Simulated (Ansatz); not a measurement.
Mulliken charges of `C=C[Se][Si](F)(F)F` from ωB97M-V/def2-TZVPP in Ansatz (PBE0-D4/def2-TZVP geometry).

| atom | x (Å) | y (Å) | z (Å) | charge (e) |
| --- | --- | --- | --- | --- |
| C1 | -0.848 | -0.697 | -1.487 | -0.151 |
| C2 | 0.305 | -0.972 | -0.903 | -0.193 |
| Se3 | 0.478 | -1.298 | 0.990 | -0.040 |
| Si4 | 0.390 | 0.872 | 1.479 | 0.838 |
| F5 | 0.600 | 1.053 | 3.030 | -0.278 |
| F6 | -0.990 | 1.535 | 1.101 | -0.273 |
| F7 | 1.494 | 1.713 | 0.732 | -0.274 |
| H8 | -0.890 | -0.536 | -2.559 | 0.118 |
| H9 | -1.774 | -0.615 | -0.929 | 0.122 |
| H10 | 1.234 | -1.055 | -1.455 | 0.132 |

Question: By hand: the dipole of these point charges (1 e Å = 4.8032 D).

Answer: Σ q r = (-0.088, -0.383, -0.352) e Å, of length 0.528 e Å = 2.54 D.

Question: How does the dipole of the full density compare? (Estimate.)

Answer: Ansatz gave: (-0.077, -0.256, -0.398) e Å, 2.30 D; the point charges give 1.10 times that, at 14° from its direction.

Point charges leave out the atoms' own dipoles, such as those of lone pairs, and Mulliken's split depends on the basis, so the close match here is no proof of good charges.
